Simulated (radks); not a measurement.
The numbers below are computed, except where a source is named.
Question: Ionisation of neutral cerium, [Xe] 4f1 5d1 6s2, to [Xe] 4f1 5d2 as the strength of local exchange is varied. Code: a radial shooting solver on a logarithmic mesh with Libxc functionals. Model: Dirac Kohn-Sham, Slater X-alpha exchange (alpha = 2/3 is LDA exchange), no correlation, spin-unpolarised, spherical densities, finite nucleus; open shells fill j = l - 1/2 first; Fermi nuclear charge, rms radius 4.8771 fm.

alpha  E(Ce) (hartree)  exchange (hartree)  IE (eV)  -e of the level emptied (eV)  <r> of it (bohr)
0.602       -8833.4327           -178.1689    5.714                 2.797 (6s1/2)             4.509
0.633       -8842.6121           -187.5316    5.748                 2.921 (6s1/2)             4.469
0.667       -8852.6904           -197.8213    5.783                 3.061 (6s1/2)             4.426
0.691       -8859.8112           -205.0977    5.806                 3.161 (6s1/2)             4.396
0.782       -8886.8607           -232.7863    5.879                 3.557 (6s1/2)             4.284
0.785       -8887.7537           -233.7018    5.881                 3.571 (6s1/2)             4.281
x           -8902.0548           -248.3724    5.910                 3.789 (6s1/2)             4.224

Which alpha was used in the last row?

Answer: alpha = 0.833. NIST Atomic Spectra Database: 5.539 eV (measured). The central value is not met in this range of alpha. Spin polarisation and multiplet splitting are left out, so open shells lie too high by an amount that depends on their filling.

Beside tabulated values, note that spin-unpolarised runs miss the spin-polarisation part of the exchange energy of open shells.
